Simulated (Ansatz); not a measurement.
# What CH4ClGa (SMILES [CH3][GaH][Cl]) costs in Ansatz

The species is CH4ClGa (7 atoms), meant as a singlet with charge 0. As SMILES, `[CH3][GaH][Cl]`. The coordinates come from a PBE0-D4/def2-TZVP relaxation.

| atom | x (Å) | y (Å) | z (Å) |
| --- | --- | --- | --- |
| C | -0.7305 | 0.5883 | -0.2007 |
| Ga | 0.8463 | -0.5381 | 0.0357 |
| Cl | 0.8650 | -1.7948 | 1.7928 |
| H | -0.4359 | 1.6372 | -0.2838 |
| H | -1.4183 | 0.4736 | 0.6363 |
| H | -1.2459 | 0.3187 | -1.1260 |
| H | 2.1193 | -0.6848 | -0.8543 |

Program: Ansatz 0.2.0. Hardware: 1 thread of Arm Neoverse V2, shared host, so times are rough. Ansatz fits the integrals of SCF and DFT runs by default. Its times include its search for lower SCF states.

Task: Estimate their order by wall time, quickest first.
A. gradient at PBE0/pcseg-2
B. gradient at HF/def2-TZVP
C. gradient at HF/def2-SVP
D. gradient at HF/STO-3G

Result: D (0.77 s), C (3.6 s), B (9.9 s), A (31 s).
